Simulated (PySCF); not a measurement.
## Radial density of Ni²⁺ (nickel, charge +2)

BP86, [Ar] 3d8, high-spin 3F determinant. Calculation: PySCF 2.14, in x2c-SVPall; the spin-free X2C one-electron Hamiltonian (Gaussian nucleus).

```tsv
r (bohr)	4πr²ρ (e/bohr)	4πr²(ρα − ρβ)
0.000831	0.1726	0.0000
0.00140	0.4697	0.0000
0.00235	1.212	0.0000
0.00395	2.901	0.0000
0.00665	6.662	0.0000
0.0112	13.90	0.0001
0.0188	24.67	0.0001
0.0316	33.35	0.0002
0.0532	31.07	0.0009
0.0895	27.02	0.0101
0.151	37.47	0.1000
0.253	28.43	0.5343
0.426	16.10	1.5957
0.717	19.80	2.0417
1.21	7.036	1.0072
2.03	0.8728	0.1644
3.41	0.03263	0.0049
5.74	0.0003630	0.0000
```

Densities and radii are taken from the X2C orbitals without a picture-change correction, which distorts them close to the nucleus.
